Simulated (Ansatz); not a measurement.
Molecule: sum formula H$_{3}$SiO$_{3}$Cl, net charge 0, singlet state. 
Coordinates optimised at B3LYP-D3(BJ)/def2-TZVP (Ansatz, a program for electronic structure):
SMILES: O[Si](O)(O)Cl
```xyz
8

Si    -0.0990    -0.0832    -0.3488
Cl     0.4522     0.3800     1.5933
O     -0.8630     1.1881    -1.0101
O      1.2282    -0.4317    -1.2172
O     -1.0925    -1.3676    -0.3354
H     -0.4229     2.0418    -1.0125
H      1.8240    -1.1139    -0.8974
H     -1.8842    -1.3340     0.2074
```

Computed values are from Ansatz. Cores are frozen in the correlated levels unless marked. Open shells are spin-unrestricted. Spin-orbit coupling is left out. No relativistic terms. Basis-set limits of correlation are two-point, X^-3; Hartree-Fock from the larger set. The bracket is a focal-point correction in the basis named.

```yaml
atomisation energy De: 777.5 kcal/mol at RI-MP2/CBS(aug-cc-pV(T+d)Z,aug-cc-pV(Q+d)Z)+[CCSD(T)-MP2]/aug-cc-pV(T+d)Z
total_energy: -976.4048 Eh at RI-MP2/CBS(aug-cc-pV(T+d)Z,aug-cc-pV(Q+d)Z)+[CCSD(T)-MP2]/aug-cc-pV(T+d)Z
dipole_moment: 0.53 D at CCSD(T)/aug-cc-pV(D+d)Z
T1 diagnostic: 0.011 at CCSD/aug-cc-pV(T+d)Z
```
